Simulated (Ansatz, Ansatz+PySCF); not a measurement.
```xyz
6

O    -1.4463   -0.1553    0.0011
H    -1.9022    0.7028   -0.0024
H    -0.5101    0.0937   -0.0056
O     1.3707    0.1709    0.0032
H     1.5443   -0.4006   -0.7579
H     1.5457   -0.4180    0.7617
```

Basis set: def2-SVP (spherical functions). Correlated methods keep 2 orbitals frozen. Charge 0, multiplicity 1.

Computed with Ansatz (development build ahead of 0.2.0); each method stands on the lowest determinant of its kind that the runs found. Restricted open shells among the atoms or ions are ROHF, correlated in semicanonical orbitals with singles.

Q: Give the atomization energy at this shape (free ground-state atoms in the same class of orbitals less the molecule, no zero-point energy) of singlet H4O2 by RHF-CCSD(T), RHF-MP2, RHF, UHF.

A:

| method | atomization energy |
| --- | --- |
| RHF-CCSD(T) | 1808.7 kJ/mol |
| RHF-MP2 | 1828.6 kJ/mol |
| RHF | 1316.1 kJ/mol |
| UHF | 1289.7 kJ/mol |
